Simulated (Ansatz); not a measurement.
Consider the isomerisation: `CB[SiH2][SiH2]F` → `C[SiH](F)B[SiH3]`.

Isolated molecules relaxed with PBE0-D4/def2-TZVP in Ansatz; ΔE leaves out vibrations. CBS: MP2 limit from def2 TZ/QZ plus the TZ coupled-cluster correction, frozen cores. Functionals use def2-TZVPP. B3LYP here is the variant with VWN-RPA as its local correlation; programs differ in this. HSE06 is defined as in plane-wave codes. Each species was taken in one conformer, which may not be the lowest.

`CB[SiH2][SiH2]F`:

Z-matrix (Å, degrees):
```
C
B 1 1.551
H 1 1.094 2 113.1
H 1 1.104 2 104.6 3 -113.2
H 1 1.091 2 116.5 3 128.8
Si 2 2.011 1 123.0 3 -147.7
H 2 1.200 1 118.5 3 39.1
Si 6 2.349 2 105.0 1 -83.8
H 6 1.490 2 114.5 1 158.4
H 6 1.492 2 113.4 1 32.4
F 8 1.607 6 110.9 2 178.3
H 8 1.487 6 111.7 2 -62.0
H 8 1.488 6 110.8 2 59.2
```

`C[SiH](F)B[SiH3]`:

Z-matrix (Å, degrees):
```
C
Si 1 1.866
H 1 1.093 2 110.1
H 1 1.092 2 111.5 3 -120.1
H 1 1.093 2 110.3 3 119.5
F 2 1.612 1 107.9 3 55.4
B 2 2.001 1 111.8 3 178.2
H 2 1.493 1 110.2 3 -60.0
Si 7 2.004 2 124.2 1 -120.2
H 7 1.199 2 116.4 1 63.2
H 9 1.496 7 104.2 2 -81.6
H 9 1.488 7 114.8 2 160.5
H 9 1.488 7 112.9 2 35.1
```

```tsv
level	ΔE (kJ/mol)
BLYP-D4	18.7
r2SCAN0-D4	17.9
HSE06-D4	21.1
B3LYP	17.6
CCSD/def2-SVP	13.9
CCSD(T)/def2-SVP	15.1
MP2/CBS(def2)	15.8
CCSD/CBS(def2)	13.1
```

(1) What does CCSD(T)/CBS give? (Best estimate.)

(2) What do rigid-rotor, harmonic-oscillator terms from PBE0-D4/def2-TZVP frequencies (298.15 K, 1 bar) make of the CCSD(T)/CBS value? (An estimate is asked.)

Largest T1 diagnostic among the species: 0.013.

## Answers

(1) Ansatz gave: +14.6 kJ/mol. The listed levels differ from it by 4.1, 3.3, 6.5, 3.0, -0.7, 0.5, 1.2, -1.5 kJ/mol.

(2) The calculation gave: ΔZPE = -1.6 kJ/mol, ΔH = +13.0 kJ/mol, ΔS = -3 J/(mol·K), ΔG = +13.9 kJ/mol. Modes under 50 cm⁻¹ make the entropy rough.

Leaving LDA and LC-ωPBE aside and taking each functional with its dispersion term where it has one, the values, not all of them listed here, spread over 9.4 kJ/mol, from ωB97M-V to PBE-D4. In def2-TZVPP, CCSD(T) changes the Hartree–Fock value by +4.8 kJ/mol (the triples alone add +1.4 kJ/mol) and MP2 by +6.0 kJ/mol.

CCSD(T)/CBS has its own doubt, a few kJ/mol and more with outer-core shells, so smaller differences from it don't rank the levels.
